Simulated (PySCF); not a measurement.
Au₂S: from structure and modes to constants

All numbers come from PBE0/[S def2-TZVP, Au def2-TZVP with ECP60], scalar-relativistic core potentials, density fitting, no spin–orbit coupling, PySCF.

The singlet minimum has C2v symmetry. Masses (u): S 31.97207, Au 196.96655.

```xyz
3
charge 0 multiplicity 1, angstrom
S     0.0000    0.0000   -1.4414
Au    1.5985    0.0000    0.1166
Au   -1.5985    0.0000    0.1166
```

Harmonic wavenumbers (cm⁻¹): 42.4 (a1, ×1), 359.5 (b2, ×1), 368.4 (a1, ×1).

**Question.** Find the principal moments of inertia and the rotational constants. What kind of rotor is it?

**Answer.** About the centre of mass I = 71.776, 1006.6, 1078.4 u Å². With B = 16.8576/I this gives 0.2349, 0.01675, 0.01563 cm⁻¹. The molecule is an asymmetric top with κ = -0.99.

**Question.** What is the harmonic zero-point energy?

**Answer.** Half the sum of all 3 wavenumbers, 770/2 = 385 cm⁻¹, which is 4.6 kJ/mol (1 cm⁻¹ = 0.0119627 kJ/mol).

**Question.** Find the vibrational entropy and heat capacity at 298.15 K.

**Answer.** With u = 1.43878 ω/T, each mode gives S = R[u/(eᵘ−1) − ln(1−e⁻ᵘ)] and C = R u² eᵘ/(eᵘ−1)².
| ω (cm⁻¹) | u | S (J/(mol K)) | C (J/(mol K)) |
| --- | --- | --- | --- |
| 42.4 | 0.205 | 21.52 | 8.29 |
| 359.5 | 1.735 | 4.70 | 6.51 |
| 368.4 | 1.778 | 4.55 | 6.43 |
The sums over all modes are S = 30.8 and C = 21.2 J/(mol K); the softest mode gives 70 % of the entropy.

**Question.** Give the standard entropy (298.15 K, 1 bar) by its translational, rotational, vibrational and spin parts, and Cp.

**Answer.** Sackur–Tetrode with M = 425.91 u gives 184.4; rotation with symmetry number 2 gives 118.3; vibration 30.8; spin R ln 1 = 0.0. The total is 333.4 J/(mol K), and Cp = 4 R + 21.2 = 54.5 J/(mol K).

Only a few start shapes were tried, so a lower isomer may exist. No spin–orbit coupling is included, which matters more the heavier the element.
